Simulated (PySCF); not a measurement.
**From computed data to an observable: refractive index and permittivity of the vapour**

In(H)(vinyl)(OH) (C2H5InO), SMILES C=[CH][InH][OH].

The structure is a stationary point at PBE0-D3(BJ)/def2-SVP. The structure was generated by enumeration; whether it is a known compound was not checked. The def2 effective core potentials stand for the cores of In; spin–orbit coupling is left out. The values are those of a single conformer.

PySCF with PBE/def2-TZVP gives a mean static polarisability of 66.0 bohr³ and a dipole moment of 2.42 D. Take an ideal gas at 298.15 K and 1 bar, whether or not the substance is that volatile.

Question: Work out n − 1 in the optical limit and the static ε − 1.

Answer: 
Polarisability volume α' = 66.0 × 0.148185 = 9.78 Å³. Number density N = p/kT = 2.43e-5 Å⁻³.
Dilute limit of Lorentz–Lorenz: n − 1 = 2π N α' = 0.0015.
Orientation term of Debye: μ²/(3kT) = 8.098 Å³ × μ²(D²) = 47.42 Å³.
ε − 1 = 4π N (α' + μ²/3kT) = 0.017. Orientation of the dipole supplies 83 % of the static response; it can't follow optical fields. Vibrational polarisation and dispersion are left out.
